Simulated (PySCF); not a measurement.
1-chlorobuta-1,2-diene (C4H5Cl), SMILES ClC=C=CC. Coordinates come from a PBE-D3(BJ)/def2-SVP optimisation.

Computed with PBE-D3(BJ)/def2-SVP in PySCF.

Harmonic wavenumbers (cm⁻¹): 111, 150, 199, 279, 473, 539, 694, 739, 837, 877, 998, 1050, 1119, 1200, 1330, 1365, 1401, 1425, 2015, 2965, 3036, 3037, 3089, 3116. Rotational constants (GHz): 15.33, 1.508, 1.452; symmetry number 1.

Question: Work out the zero-point energy and the ideal-gas rigid-rotor harmonic-oscillator thermochemistry at 298.15 K and 1 atm.

Answer: ZPE = ½ Σ hcν = ½ × 32044 cm⁻¹ = 45.81 kcal/mol. H − E(el) = 50.24 kcal/mol. Entropy in cal/(mol K): translation 39.35, rotation 26.66, vibration 12.15, total 78.17. G − E(el) = 26.94 kcal/mol. Cp = 22.18 cal/(mol K). Modes under 150 cm⁻¹ make the vibrational entropy uncertain.
